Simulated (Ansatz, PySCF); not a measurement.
This Ansatz (a quantum-chemistry and plane-wave program) input computes a CCSD(T)/cc-pVDZ energy:

Ansatz 0.2 input:
```yaml
crystal:
  periodic: [false, false, false]
  atoms:
    - {symbol: B, position_ang: [-0.90730345, 0.04199277, 0.14662931]}
    - {symbol: N, position_ang: [0.62442962, -0.02740366, -0.08697627]}
    - {symbol: H, position_ang: [-1.46648053, -0.99335258, 0.13677938]}
    - {symbol: H, position_ang: [-1.35643073, 1.12122059, 0.27976230]}
    - {symbol: H, position_ang: [1.13568617, 0.78140953, 0.27901682]}
    - {symbol: H, position_ang: [1.05104701, -0.88334531, 0.28242983]}
    - {symbol: H, position_ang: [0.80168792, -0.04407040, -1.10230100]}
basis:
  gaussian:
    orbitals: cc-pVDZ
total_charge: 1
magnetization: {spin_polarized: false}
correlation: {method: ccsd_t, electrons: outside_noble_gas}
```

Write an input for the same energy in PySCF and say what it gives.


```python
from pyscf import gto, scf, mp, cc as ccmod

mol = gto.M(
    atom='''
    B    -0.90730345    0.04199277    0.14662931
    N     0.62442962   -0.02740366   -0.08697627
    H    -1.46648053   -0.99335258    0.13677938
    H    -1.35643073    1.12122059    0.27976230
    H     1.13568617    0.78140953    0.27901682
    H     1.05104701   -0.88334531    0.28242983
    H     0.80168792   -0.04407040   -1.10230100
    ''',
    basis='cc-pvdz',
    charge=1,
    spin=0,
    verbose=4,
)

mf = scf.RHF(mol)
mf.conv_tol = 1e-10
mf.max_cycle = 100
mf.kernel()
mp2 = mp.MP2(mf, frozen=2).run()
cc = ccmod.CCSD(mf, frozen=2)
cc.max_cycle = 100
cc.kernel()
et = cc.ccsd_t()
print(f'E(CCSD(T)) = {cc.e_tot + et:.9f}')
```
It gives -82.10488 Eh, and Ansatz -82.10488 Eh, a difference of 0.00 mEh.

It need not be the lowest isomer of its formula.
